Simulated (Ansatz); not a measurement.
PBE exchange is replaced step by step with exact exchange (0 % is PBE, 25 % PBE0; no dispersion term), basis def2-SVPD, Ansatz. System: La6⁻. The state is a doublet with charge -1. Geometry: PBE-D4/def2-SVPD.

Geometry of the doublet:

```xyz
6

La    1.5831    0.6539    0.2212
La   -1.0310    1.1414   -2.0794
La    0.2156   -2.0934   -1.5038
La   -1.5558   -0.4225    1.0617
La    1.4721   -2.3866    1.6381
La   -0.6840    3.1072    0.6622
```

In the def2 sets La takes a core potential; there is no spin–orbit coupling. At PBE-D4/def2-SVPD, PBE with 10 % exact exchange/def2-SVPD, PBE with 15 % exact exchange/def2-SVPD, PBE0-D4/def2-SVPD and others the charge -1 doublet is spin-contaminated (final ⟨S²⟩ up to 3.33, 0.75 for a pure state). No other spin state of charge -1 was run. The geometry of the doublet was relaxed on an unsound state (⟨S²⟩ 1.73, where a pure state has 0.75). The structure comes from a short search, and lower isomers may exist.

HOMO and LUMO are taken over both spins.

| exact exchange (%) | HOMO (eV) | LUMO (eV) | gap (eV) | ⟨S²⟩ |
| --- | --- | --- | --- | --- |
| 0 | -0.01 | 0.24 | 0.25 | 1.635 |
| 10 | -0.18 | 0.50 | 0.69 | 2.245 |
| 15 | -0.25 | 0.65 | 0.90 | 2.521 |
| 25 | -0.39 | 0.88 | 1.27 | 2.889 |

Problem. Estimate the row for 40 %.

Solution. 
```tsv
exact exchange (%)	HOMO (eV)	LUMO (eV)	gap (eV)	⟨S²⟩
40	-0.62	1.19	1.82	3.326
```
